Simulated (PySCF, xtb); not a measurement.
Mg(F)(NMe2) (C₂H₆FMgN), SMILES C[N](C)[Mg][F].

GFN2-xTB run with xtb at its own geometry gives an orbital gap of 1.47 eV and a dipole moment of 3.44 D.

Geometry optimised at B3LYP-D3(BJ)/def2-SVP. The values are those of a single conformer.

Problem. What does PBE/def2-TZVP (PySCF) give? (The exact figures need the calculation; the answer reports its results.)

Solution. gap 2.42 eV (levels -4.48 and -2.06 eV), dipole 1.70 D.
